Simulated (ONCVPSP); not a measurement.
## Before and after: ONCV potential for scandium

scandium, optimised norm-conserving Vanderbilt (ONCV), made with ONCVPSP 4.0.1 (LDA (Perdew-Zunger), scalar-relativistic). Core [Ar], reference 3d1 4s1.75 4p0.25. Waves: 4s: rc 2.75 bohr, ncon 4, nbas 8, qcut 2.9 1/bohr, 1 projector; 4p: rc 3.25 bohr, ncon 3, nbas 7, qcut 2.7 1/bohr, 2 projectors, debl 1.9 Ha; 3d: rc 2.90 bohr, ncon 3, nbas 8, qcut 6.4 1/bohr, 3 projectors, debl 3.4 Ha. Local part: polynomial inside 1.85 bohr (lpopt 5, dvloc0 4 Ha). Core correction: none.

Change: s: qcut 2.4; p: qcut 2.2; d: qcut 5.3.

Cutoffs: the cutoffs (Ha) at which the residual kinetic energy of the hardest occupied pseudo-wave falls to 1 and 0.1 mHa per electron; they do not see the model core or the augmentation charge, which bear on the density cutoff. Errors are all-electron minus pseudo energies relative to the spin-unpolarised reference configuration.

What does the change do?

The potential gets softer (13 Ha and 15 Ha → 10 Ha and 12 Ha); the errors of the 4 common tests hardly move; neither file shows a bound ghost.

```tsv
quantity	base	changed
cutoff, loose	13 Ha	10 Ha
cutoff, tight	15 Ha	12 Ha
loose cutoff by channel	s 2.5 Ha, p 1.2 Ha, d 13 Ha	s 2.3 Ha, p 1.0 Ha, d 10 Ha
bound ghosts	none	none
GHOST(+) flags under 300 eV	none	none
error for 3d1 4s2 4p0, meV [ΔE -0.70 eV]	+0.4	+0.4
error for 3d1 4s1 4p0, meV [ΔE 6.37 eV]	+14	+15
error for 3d1 4s0 4p0, meV [ΔE 19.33 eV]	+151	+146
error for 3d1 4s1 4p1, meV [ΔE 2.14 eV]	+3.2	+3.0
s: phases at 2.79 bohr within 0.05 rad from the reference energy up to (Ha; the scan ends near 5)	0.7	0.6
p: phases at 3.30 bohr within 0.05 rad from the reference energy up to (Ha; the scan ends near 5)	2.9	2.8
d: phases at 2.94 bohr within 0.05 rad from the reference energy up to (Ha; the scan ends near 5)	0.2	0.0
```

Changed file: The cutoffs count occupied waves only; projector 3 of the d channel, the hardest unoccupied one, needs 61 Ha at the loose tolerance.
